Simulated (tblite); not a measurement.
Compound: C5H9FO2Si.
Z-matrix (Å and degrees, GFN2-xTB geometry), rows numbered from 1:
```
F 
C   1  1.3761
C   2  1.3327  1  113.90
O   3  1.3412  2  132.73  1   178.35
C   4  1.4245  3  120.23  2   -16.02
Si  5  1.9276  4  112.86  3   -55.93
O   6  1.6146  5  113.10  4    94.43
C   7  1.3964  6  133.29  5   -52.84
C   2  1.4946  1  110.69  3   178.82
H   3  1.0842  2  117.14  1    -3.36
H   5  1.0911  4  103.38  3  -174.97
H   5  1.0944  4  110.30  3    71.39
H   6  1.4538  5  110.17  4  -156.09
H   6  1.4639  5  105.51  4   -30.26
H   8  1.0951  7  106.49  6   164.00
H   8  1.0961  7  109.67  6   -78.55
H   9  1.0881  2  111.66  1   148.82
H   9  1.0919  2  107.00  1    30.34
```

Calculated harmonic vibrations of the isolated species, GFN2-xTB (tblite), most abundant isotopes, no scaling. This tight-binding method is rough: wavenumbers can miss measured ones by several per cent, in bad cases by 10 to 20. Modes of hydrogen on silicon can be 10 to 20 % off. One conformer, not necessarily the lowest.

Harmonic wavenumbers (cm⁻¹): 56.6, 135.0, 188.4, 199.4, 221.5, 248.1, 299.1, 377.0, 397.6, 448.8, 523.1, 553.9, 610.4, 625.8, 696.2, 712.9, 746.5, 760.3, 804.2, 821.9, 843.3, 915.6, 966.1, 996.4, 1036.3, 1092.7, 1156.3, 1180.5, 1207.2, 1218.8, 1240.8, 1276.2, 1297.3, 1326.9, 1339.1, 1445.0, 1471.8, 1482.6, 1739.6, 2255.6, 2350.8, 2915.3, 2917.3, 2937.5, 2989.3, 2990.5, 3027.6, 3053.1.

A = 1845, B = 1313, C = 875.8 MHz; mass 148.036 u (most abundant isotopes); point group C1, symmetry number 1.

What is the zero-point energy?

Half the sum of the wavenumbers: 29048 cm⁻¹ = 347.49 kJ/mol.

What is S at 298.15 K and 1 bar for an ideal gas of classical rigid rotors and harmonic oscillators?

Translation 171.18, rotation 123.03, vibration 101.45: S = 395.7 J/(mol K).

And Cp and H(298.15 K) − H(0)?

Cp = 159.84 J/(mol K), of which vibrations give 126.59 (their classical limit is 48 R = 399.1); H(298.15 K) − H(0) = 27.33 kJ/mol without the zero-point energy, 17.41 from vibrations.

Which modes carry the vibrational entropy at 298.15 K?

56.6 cm⁻¹: 19.13; 135.0 cm⁻¹: 12.02; 188.4 cm⁻¹: 9.39; 199.4 cm⁻¹: 8.95; 221.5 cm⁻¹: 8.15; 248.1 cm⁻¹: 7.30 J/(mol K); the other 42 give 36.52 together.

Blend soft modes into free rotors: weight 1/[1 + (100 cm⁻¹/ν̃)⁴] for the oscillator and the rest for a rotor with moment μB/(μ + B), μ = h/(8π²ν), B = 10⁻⁴⁴ kg m². What vibrational entropy results?

96.87 J/(mol K) in place of 101.45, which changes −T·S at 298.15 K by +1.36 kJ/mol.

Hindered rotation and anharmonicity are outside this model. Other conformers, if any are populated, would add a mixing term that is left out. The structure is chiral; the term R ln 2 for an equal mix with its mirror image is left out.
